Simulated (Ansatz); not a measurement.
Cartesian coordinates in Å:
```
C 0.677 -0.950 -0.264
O -0.594 -0.873 -0.821
As -1.723 0.413 -0.219
P -0.104 1.610 0.950
S 1.470 0.682 -0.069
H 0.661 -1.434 0.719
H 1.318 -1.520 -0.943
H -1.545 1.320 -1.439
H -0.162 0.752 2.087
```

The species carries charge 0 and has multiplicity 1.

Question: List the CAM-B3LYP/def2-TZVPP orbital energies in eV (Ansatz). (Estimate.)

Answer: Computed: Occupied: -11590.95, -2420.07, -2099.64, -1467.62, -1312.25, -1312.22, -1312.19, -522.94, -281.22, -218.09, -193.09, -180.85, -162.68, -162.59, -162.45, -140.36, -140.25, -140.13, -130.85, -130.81, -130.72, -47.58, -47.53, -47.44, -47.37, -47.33, -30.34, -23.56, -21.47, -18.28, -17.82, -15.34, -14.69, -13.67, -12.05, -11.74, -10.54, -10.09, -9.32, -8.80, -8.33. Lowest empty: 0.12, 0.52, 1.15, 1.30, 2.12, 2.34, 3.18, 3.90.
